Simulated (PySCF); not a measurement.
SMILES [B](B(F)F)F (B2F3), doublet, B3LYP/def2-SVP optimised geometry.

```
5

F     -1.68     0.47     0.00
B     -0.68    -0.36     0.00
B      0.99    -0.36     0.00
F      1.67    -0.46    -1.14
F      1.68    -0.47     1.13
```

Density from unrestricted B3LYP/def2-TZVP (PySCF 2.14.0) at that geometry.

Minimum of the electron density along straight lines between bonded atoms, close to the bond critical point (lines longer than 1.1 times the sum of covalent radii, or with two minima, are not listed):

| bond | length / Å | ρ at the minimum / e bohr⁻³ | ∇²ρ there / e bohr⁻⁵ | position (fraction from the first atom) |
|---|---|---|---|---|
| F1–B2 | 1.297 | 0.217 | 1.45 | 0.66 |
| B2–B3 | 1.675 | 0.164 | -0.41 | 0.53 |
| B3–F4 | 1.327 | 0.203 | 1.22 | 0.34 |
| B3–F5 | 1.327 | 0.203 | 1.22 | 0.34 |
